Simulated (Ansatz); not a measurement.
Se4⁺, that is [Se4]2+ with one electron more. The state is a doublet with charge 1. Geometry r2SCAN-D4/def2-SVP, that of the charge +2 singlet; atoms count from 1.

```xyz
4

Se   -0.467   -1.534   -0.366
Se   -1.112    0.049    1.216
Se    0.467    1.534    0.366
Se    1.112   -0.049   -1.216
```

**Question.** Estimate the Mulliken populations from the PBE0/def2-TZVP orbitals of Ansatz.

**Answer.** 
```json
{"atom": "Se1", "charge (e)": "0.25", "spin (α − β)": "0.25"}
{"atom": "Se2", "charge (e)": "0.25", "spin (α − β)": "0.25"}
{"atom": "Se3", "charge (e)": "0.25", "spin (α − β)": "0.25"}
{"atom": "Se4", "charge (e)": "0.25", "spin (α − β)": "0.25"}
```
Mulliken values depend strongly on the basis.

**Question.** Where does the spin sit?

**Answer.** Summed by element: Se 1.00, of 1 unpaired in all. Largest on single atoms: Se2 0.25, Se4 0.25, Se3 0.25.

**Question.** And the Mayer bond orders between heavy atoms (over 0.3)?

**Answer.** Se1–Se2 1.18 (2.33 Å); Se1–Se4 1.18 (2.33 Å); Se2–Se3 1.18 (2.33 Å); Se3–Se4 1.18 (2.33 Å).
